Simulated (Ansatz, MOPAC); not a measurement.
System: AlBr₂, net charge 1, singlet state. SMILES of the parent species: [Br][Al][Br]

Atoms: Al1, Br2, Br3. Bonds: Al1-Br2, Al1-Br3.

Bond lengths (Å) and angles (degrees) optimised at AM1 with MOPAC; PM7 with MOPAC; B3LYP/6-31G* with LANL2DZ past Ar with Ansatz (a first-principles code); MP2/6-31G* with LANL2DZ past Ar with Ansatz, each started from the B3LYP-D3(BJ)/def2-TZVP structure (Ansatz) of the last column. A row stands for all coordinates that are equal there. 6-31G* holds six Cartesian d functions. No wavenumbers were computed at MP2/6-31G* with LANL2DZ past Ar, so these may be saddle points.

```json
[
 {"coordinate": "Al1-Br2", "AM1": "1.908", "PM7": "1.976", "B3LYP/6-31G* with LANL2DZ past Ar": "2.192", "MP2/6-31G* with LANL2DZ past Ar": "2.171", "B3LYP-D3(BJ)/def2-TZVP": "2.156"},
 {"coordinate": "Br2-Al1-Br3", "AM1": "180.0", "PM7": "180.0", "B3LYP/6-31G* with LANL2DZ past Ar": "180.0", "MP2/6-31G* with LANL2DZ past Ar": "180.0", "B3LYP-D3(BJ)/def2-TZVP": "180.0"}
]
```

Mean signed difference of all 2 bond lengths from B3LYP-D3(BJ)/def2-TZVP: AM1 -0.248 Å, PM7 -0.181 Å, B3LYP/6-31G* with LANL2DZ past Ar 0.035 Å, MP2/6-31G* with LANL2DZ past Ar 0.015 Å.
